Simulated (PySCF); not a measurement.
A single-point calculation

HgH3(H2O) (doublet). PySCF 2.14.0, UKS PBE0, Hg def2-SVP with ECP60, H def2-SVP, O def2-SVP; non-relativistic Hamiltonian with scalar-relativistic core potentials where named; density fitting; no spin-orbit coupling. Purpose: one electron removed, vertical, doublet.

```python
mol = gto.M(atom='''
Hg     0.10105     0.09771     0.36924
H      1.45272     0.22551     1.46380
H     -1.60519     0.41238     0.83026
H      0.25344    -0.37002    -1.36021
O     -2.06357     1.29722    -1.99672
H     -2.25189     1.13363    -1.05948
H     -1.27836     0.73135    -2.08251''',
    basis={'Hg': 'def2-SVP', 'H': 'def2-SVP', 'O': 'def2-SVP'},
    ecp={'Hg': 'def2-SVP'},
    charge=0, spin=1)
mf = dft.UKS(mol, xc='PBE0')
mf.grids.atom_grid = (50, 194)
mf = mf.density_fit()  # fitting sets: Hg def2-universal-JKFIT, H def2-universal-JKFIT, O def2-universal-JKFIT
mf.conv_tol = 1e-08; mf.max_cycle = 55
mf.kernel(dm0)  # dm0: converged density of the relaxed state
```

Run from Python with OMP_NUM_THREADS=2; the lines above give its settings. Where DIIS fails, smearing, a level shift and second-order steps follow.
It took 1.5 s on 2 threads of Arm Neoverse V2 (shared host), from an already converged density.

**Question.** Where do the frontier levels lie, over both spins?

**Answer.** HOMO -7.42 eV, LUMO -5.44 eV. 

**Question.** What are the Mulliken charges and spins?

**Answer.** 
```json
{"atom": "Hg1", "charge (e)": "0.144", "spin (e)": "0.104"}
{"atom": "H2", "charge (e)": "-0.115", "spin (e)": "-0.089"}
{"atom": "H3", "charge (e)": "-0.029", "spin (e)": "0.484"}
{"atom": "H4", "charge (e)": "-0.027", "spin (e)": "0.497"}
{"atom": "O5", "charge (e)": "-0.294", "spin (e)": "0.009"}
{"atom": "H6", "charge (e)": "0.161", "spin (e)": "-0.002"}
{"atom": "H7", "charge (e)": "0.160", "spin (e)": "-0.003"}
```

**Question.** How does its energy compare with the relaxed singlet of charge -1 in vacuum?

**Answer.** It lies 3.432 eV higher.

Open shells may have lower solutions than the one found.
